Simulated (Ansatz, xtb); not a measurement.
## Ligand exchange: CH4S + SnH3(SH) → CH4S2 + SnH4

Species: CH4S (methanethiol) `CS`, singlet; SnH3(SH), singlet; CH4S2 (methyl hydrodisulfide) `CSS`, singlet; SnH4 `[SnH4]`, singlet. The partners trade H for SH: S–H and Sn–SH bonds give way to S–SH and Sn–H.

Shapes, held fixed at every level: PBE0-D4/def2-TZVP. Flexible molecules stand in one conformer, not always the lowest. Programs: Ansatz 0.2.0, xtb 6.7.1. The zero-point and thermal change to 298 K, harmonic and unscaled (PBE0-D4/def2-TZVP), is -4.0 kJ/mol.

```json
{"level": "GFN0-xTB", "kind": "semi-empirical", "ΔH(298 K) (kJ/mol)": "-3.8", "less CCSD(T)/def2-TZVPP": "-87.8", "CPU time (sum over the molecules)": "0.26 s"}
{"level": "SPW92/def2-TZVPP", "kind": "LDA", "ΔH(298 K) (kJ/mol)": "+64.2", "less CCSD(T)/def2-TZVPP": "-19.8", "CPU time (sum over the molecules)": "4.7 s"}
{"level": "PBE-D4/def2-TZVPP", "kind": "GGA", "ΔH(298 K) (kJ/mol)": "+69.8", "less CCSD(T)/def2-TZVPP": "-14.2", "CPU time (sum over the molecules)": "8.9 s"}
{"level": "r2SCAN-D4/def2-TZVPP", "kind": "meta-GGA", "ΔH(298 K) (kJ/mol)": "+76.6", "less CCSD(T)/def2-TZVPP": "-7.4", "CPU time (sum over the molecules)": "17 s"}
{"level": "PBE0-D4/def2-TZVPP", "kind": "global hybrid", "ΔH(298 K) (kJ/mol)": "+76.1", "less CCSD(T)/def2-TZVPP": "-7.9", "CPU time (sum over the molecules)": "9.5 s"}
{"level": "wB97X-V/def2-TZVPP", "kind": "range-separated hybrid", "ΔH(298 K) (kJ/mol)": "+79.2", "less CCSD(T)/def2-TZVPP": "-4.8", "CPU time (sum over the molecules)": "27 s"}
{"level": "CCSD(T)/def2-SVP", "kind": "coupled cluster or CI", "ΔH(298 K) (kJ/mol)": "+95.5", "less CCSD(T)/def2-TZVPP": "+11.5", "CPU time (sum over the molecules)": "5.9 s"}
{"level": "CCSD/def2-TZVPP", "kind": "coupled cluster or CI", "ΔH(298 K) (kJ/mol)": "+86.2", "less CCSD(T)/def2-TZVPP": "+2.2", "CPU time (sum over the molecules)": "–"}
{"level": "CCSD(T)/def2-TZVPP", "kind": "coupled cluster or CI", "ΔH(298 K) (kJ/mol)": "+84.0", "less CCSD(T)/def2-TZVPP": "0.0", "CPU time (sum over the molecules)": "76 s"}
```

The highest level, CCSD(T)/def2-TZVPP, gives ΔH(298 K) = +84.0 kJ/mol; the levels span -3.8 to +95.5. They disagree on the sign: 8 of 9 are positive. GFN0-xTB strays far from the other rows. The column of differences is taken from that level and isn't an error. No measured value is set beside it here. For atoms past krypton def2 sets carry core potentials with scalar relativity. Outer-core shells of Sn are correlated, in sets that cover them unevenly. Times are processor times on shared x86 and Arm servers, and rough.
